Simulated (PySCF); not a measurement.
# Steps of a relaxation of [WH4]+

[WH4]+ (doublet). PySCF 2.14.0, UKS r2SCAN, W def2-SVP with ECP60, H def2-SVP; non-relativistic Hamiltonian with scalar-relativistic core potentials where named; density fitting; no spin-orbit coupling. Origin of the start: displaced along the imaginary mode. Columns: position (Å) and force (eV/Å). Energies are counted from the last step; some of the 24 steps are shown. Forces carry noise of the integration grid, about 0.01 to 0.03 eV/Å.

Run from Python with OMP_NUM_THREADS=2. Where DIIS fails, smearing, a level shift and second-order steps follow.
It took 2.8 min on 2 threads of Intel(R) Xeon(R) Processor @ 2.50GHz (Skylake/Cascade Lake) (shared host), from the converged density of the start.

```xyz
5
step 0  E = 2.770 eV
W     0.0030   -0.0009    0.0000     2.16   -0.61    0.00
H     1.8269    0.0738    0.0000    -0.24    0.27    0.00
H    -0.2499    1.8625    0.0000    -1.01   -0.76    0.00
H    -1.8819    0.0738    0.0000     0.04    0.35    0.00
H    -0.2499   -1.8463    0.0000    -0.95    0.75    0.00
```

```xyz
5
step 8  E = 0.395 eV
W     0.3494   -0.0806    0.0000     1.05    0.39    0.00
H     2.0870    0.0563    0.0000    -0.07   -0.48    0.00
H    -1.0136    1.1897    0.0000    -0.14    0.58    0.00
H    -1.4946    0.5450    0.0000    -0.91   -0.34    0.00
H    -0.4799   -1.5476    0.0000     0.08   -0.16    0.00
```

```xyz
5
step 15  E = 0.019 eV
W     0.5891    0.0954    0.0000    -0.10    0.08    0.00
H     2.1826   -0.4334    0.0000     0.16   -0.03    0.00
H    -1.4998    1.3279    0.0000     0.15    0.08    0.00
H    -1.6705    0.5774    0.0000    -0.15   -0.16    0.00
H    -0.1531   -1.4045    0.0000    -0.06    0.03    0.00
```

Problem. Where does the relaxation end?

Solution. It converges at step 23 in Cs:
```xyz
5
step 23  E = 0
W     0.5899    0.0933    0.0000
H     2.2135   -0.3852    0.0000
H    -1.3940    1.2596    0.0000
H    -1.7056    0.5477    0.0000
H    -0.2556   -1.3525    0.0000
```

Problem. How did the contacts change?

Solution. 
| contact | start (Å) | end (Å) |
| --- | --- | --- |
| W1–H2 (H) | 1.825 | 1.693 |
| W1–H3 (H) | 1.881 | 2.301 |
| W1–H4 (H) | 1.886 | 2.340 |
| W1–H5 (H) | 1.863 | 1.675 |
Short contacts between ligands at the end: H3···H4 0.78 Å.

On relaxing from the template, bonds within or between ligands changed, so the formula names the start rather than the bonding at the end. The relaxed state isn't the lowest spin state tried at its geometry. No frequency check is given that shows the relaxed geometry to be a minimum. The relaxed state is spin-contaminated (spin squared 1.74 against 0.75). Open shells may have lower solutions than the one found.
